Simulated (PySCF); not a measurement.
C4H5, SMILES [CH2]C#CC, multiplicity 2. Atoms are numbered in the order given.

```xyz
9

C      1.9080     0.1143     0.5207
C      0.5003     0.0296     0.1317
C     -0.6851    -0.0411    -0.1878
C     -2.0150    -0.1205    -0.5477
H      2.4505    -0.8030     0.2421
H      2.0061     0.2457     1.6112
H      2.4021     0.9692     0.0325
H     -2.5736     0.7777    -0.8259
H     -2.5341    -1.0831    -0.5614
```
Charge 0, spin multiplicity 2.

Coordinates come from a ωB97X-D3(BJ)/def2-SVP optimisation.

Two levels are set side by side: PBE/pcH-1 (PySCF) and B3LYP/pcH-1 (PySCF). Contact hyperfine couplings, same geometry. Differences are taken from unrounded values.

```
quantity                        PBE
----------------------------  -----
A(iso) of 13C, atom C1 (MHz)  -17.5
A(iso) of 13C, atom C2 (MHz)   34.6
A(iso) of 13C, atom C3 (MHz)  -56.0
A(iso) of 13C, atom C4 (MHz)   53.2
A(iso) of 1H, atom H5 (MHz)    23.9
A(iso) of 1H, atom H6 (MHz)    76.3
A(iso) of 1H, atom H7 (MHz)    20.9
A(iso) of 1H, atom H8 (MHz)   -48.8
A(iso) of 1H, atom H9 (MHz)   -48.8
```

### Question
These are the PBE values. What does B3LYP give? (An estimate is asked for; the answer gives what the named calculation found.)

### Answer

| quantity | B3LYP | PBE minus B3LYP |
|---|---|---|
| A(iso) of 13C, atom C1 (MHz) | -19.5 | 2.0 |
| A(iso) of 13C, atom C2 (MHz) | 46.1 | -11.6 |
| A(iso) of 13C, atom C3 (MHz) | -66.5 | 10.5 |
| A(iso) of 13C, atom C4 (MHz) | 69.4 | -16.2 |
| A(iso) of 1H, atom H5 (MHz) | 25.4 | -1.5 |
| A(iso) of 1H, atom H6 (MHz) | 77.2 | -0.8 |
| A(iso) of 1H, atom H7 (MHz) | 22.4 | -1.5 |
| A(iso) of 1H, atom H8 (MHz) | -54.2 | 5.4 |
| A(iso) of 1H, atom H9 (MHz) | -54.2 | 5.4 |

Rough cost on one machine, each run with all the roots and properties that it gave: B3LYP against PBE within a factor of 2.
